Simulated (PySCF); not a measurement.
Stretching TbP

Set-up: basis Tb x2c-TZVPall, P x2c-TZVPall; spin-free X2C with a Gaussian nucleus; PySCF 2.14. Energies in eV from Tb (4f9 6s2) + P in their ground configurations at the same level. State: septet, about 8.4 electrons in the 4f shell (Mulliken), real f orbitals that mix terms.

All columns are PBE. A positive dipole means Tb(−)P(+).

| R (Å) | E (eV) | μ (D) | Mulliken charge on Tb (basis-dependent) | HOMO (eV) | LUMO (eV) | Mayer bond order | ⟨S²⟩ |
| --- | --- | --- | --- | --- | --- | --- | --- |
| 1.987 | -1.418 | -4.87 | 0.43 | -3.13 | -2.99 | 3.15 | 12.05 |
| 2.079 | -2.164 | -5.47 | 0.47 | -3.40 | -3.12 | 3.13 | 12.04 |
| 2.171 | -2.599 | -5.93 | 0.48 | -3.63 | -3.37 | 3.11 | 12.04 |
| 2.241 | -2.772 | -6.21 | 0.48 | -3.75 | -3.49 | 3.09 | 12.04 |
| 2.310 | -2.847 | -6.44 | 0.48 | -3.81 | -3.54 | 3.07 | 12.04 |
| 2.379 | -2.848 | -6.65 | 0.47 | -3.81 | -3.54 | 3.05 | 12.04 |
| 2.472 | -2.764 | -6.91 | 0.46 | -3.79 | -3.50 | 3.03 | 12.04 |
| 2.587 | -2.563 | -7.20 | 0.44 | -3.73 | -3.44 | 2.99 | 12.04 |
| 2.726 | -2.237 | -7.49 | 0.42 | -3.61 | -3.43 | 2.93 | 12.04 |
| 2.911 | -1.740 | -7.79 | 0.41 | -3.47 | -3.50 | 2.84 | 12.05 |

A fit through these points gives, at Re = 2.345 Å, μ = -6.55 D and dμ/dR = -3.01 D/Å; the reduced mass is 25.92 u.

Q: How strong is the fundamental in the double-harmonic approximation, I = 42.26·(dμ/dR)²/μred km/mol?

A: I = 42.26·(-3.01)²/25.92 = 14.8 km/mol at PBE.

These are scalar-relativistic numbers at best; spin–orbit coupling would shift them, the dissociation energy most. The state is the lowest single determinant that the PBE0 search found; with open d or f shells the true ground state can be another one.
